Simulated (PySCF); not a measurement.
One of the candidates below gave these computed data.

All candidates are C5H7N3.

| technique | computed result |
| --- | --- |
| Triplet | lowest triplet excitation (Tamm–Dancoff): 4.52 eV [TDA CAM-B3LYP/def2-SVPD] |
| UV, strongest line | among the 8 lowest singlet transitions: S2 at 6.57 eV (189 nm, f = 0.271) [TDDFT CAM-B3LYP/def2-SVPD] |
| Polarisability | 77.6 au [CAM-B3LYP/def2-SVPD] |
| Dipole | 0.40 D [CAM-B3LYP/def2-SVPD] |
| NMR, other nuclei | isotropic shieldings of nuclei other than C and H, by class: -94 (2 N), -13 (1 N) ppm [GIAO PBE0/pcSseg-1] |
| UV, first state | lowest singlet excitation: 6.48 eV (191 nm, f = 0.003) [TDDFT CAM-B3LYP/def2-SVPD] |
| Rotational structure | rotational constants A, B, C: 5.981, 1.323, 1.222 GHz [GFN2-xTB] |
| 13C NMR | chemical shifts (computed TMS as zero) by class: 144.2 (1 C), 138.7 (2 C), 124.9 (1 C), 61.1 (1 C) ppm [GIAO PBE0/pcSseg-1] |
| 1H NMR | chemical shifts (computed TMS as zero) by class: 7.66 (2 H), 6.48 (1 H), 5.68 (1 H), 5.49 (1 H), 5.07 (2 H) ppm [GIAO PBE0/pcSseg-1] |

Gas-phase values; electronic properties from PySCF, density fitting. Levels stand in brackets. One conformer (not necessarily the lowest) at the GFN2-xTB geometry, without solvent, vibrations or thermal averaging. NMR classes are plain means over equivalent atoms (diastereotopic ones count apart unless rotation or inversion swaps them), as if these changed places fast.

Task: Which candidate is it?
A. `C=Cn1nncc1C`
B. `Cc1cnnc(C)n1`
C. `Cc1cc(C)nnn1`
D. `C=Nc1ccn(C)n1`
E. `C=CCn1nccn1`

Result: E. It is `C=CCn1nccn1`. Numbering: `[CH2:1]=[CH:2][CH2:3][n:4]1[n:5][cH:6][cH:7][n:8]1`. Its formula, C5H7N3, gives 4 degrees of unsaturation: 1 ring and 3 π bonds in the structure found (Kekulé form). 5 carbons fall into 4 classes; from least to most shielded: alkene CH carbon [C2] (144.2 ppm), aromatic CH next to a ring nitrogen [C6/C7] (138.7 ppm, 2 C), terminal =CH2 carbon [C1] (124.9 ppm), chain sp3 carbon bound to nitrogen [C3] (61.1 ppm). Hydrogen classes from least to most shielded: 2 H on 2 like atoms (aromatic CH next to a ring nitrogen), C6/C7 (7.66 ppm), 1 H on an alkene CH carbon, C2 (6.48 ppm), 1 H on a terminal =CH2 carbon, C1 (5.68 ppm), 1 H on a terminal =CH2 carbon, C1 (5.49 ppm), 2 H on an sp3 carbon bound to nitrogen, C3 (5.07 ppm). The other shieldings belong to: -94 ppm, pyridine-type nitrogen [N5/N8]; -13 ppm, pyrrole-type nitrogen [N4]. The optimised geometry has point group C1 and is an asymmetric top.

The others, at the same levels:
- `C=Nc1ccn(C)n1` fails: its computed lowest singlet excitation is 4.48 eV (277 nm, f = 0.043) (against 6.48 eV), lowest triplet excitation (Tamm–Dancoff) is 3.47 eV (against 4.52 eV) and strongest line among the 8 lowest singlet transitions is S2 at 5.57 eV (223 nm, f = 0.260) (against S2 at 6.57 eV).
- `Cc1cc(C)nnn1` fails: it has 3 carbon classes against 4; its computed 13C shifts are 161.1 (2 C), 122.4 (1 C), 24.3 (2 C) ppm, 1H shifts are 7.12 (1 H), 2.87 (6 H) ppm and rotational constant A is 4.158 GHz (against 5.981 GHz).
- `Cc1cnnc(C)n1` fails: it has 5 carbon classes against 4; its computed 13C shifts are 172.0 (1 C), 162.6 (1 C), 154.6 (1 C), 26.9 (1 C), 24.1 (1 C) ppm, 1H shifts are 9.42 (1 H), 3.06 (3 H), 2.62 (3 H) ppm and rotational constant A is 3.859 GHz (against 5.981 GHz).
- `C=Cn1nncc1C` fails: it has 5 carbon classes against 4; its computed 13C shifts are 137.7 (1 C), 136.9 (1 C), 131.9 (1 C), 110.9 (1 C), 10.3 (1 C) ppm, 1H shifts are 7.49 (1 H), 7.10 (1 H), 6.99 (1 H), 5.39 (1 H), 2.40 (3 H) ppm and rotational constant A is 3.420 GHz (against 5.981 GHz).

Each candidate is one conformer, not necessarily the lowest. The conformers computed, where there is a choice (atom-mapped SMILES and torsion angles):
- `[CH2:1]=[CH:2][CH2:3][n:4]1[n:5][cH:6][cH:7][n:8]1`: C1–C2–C3–N4 125°, C2–C3–N4–N5 -101°
- `[CH2:1]=[N:2][c:3]1[cH:4][cH:5][n:6]([CH3:7])[n:8]1`: C1–N2–C3–C4 161°
- `[CH2:1]=[CH:2][n:3]1[n:4][n:5][cH:6][c:7]1[CH3:8]`: C1–C2–N3–N4 0°
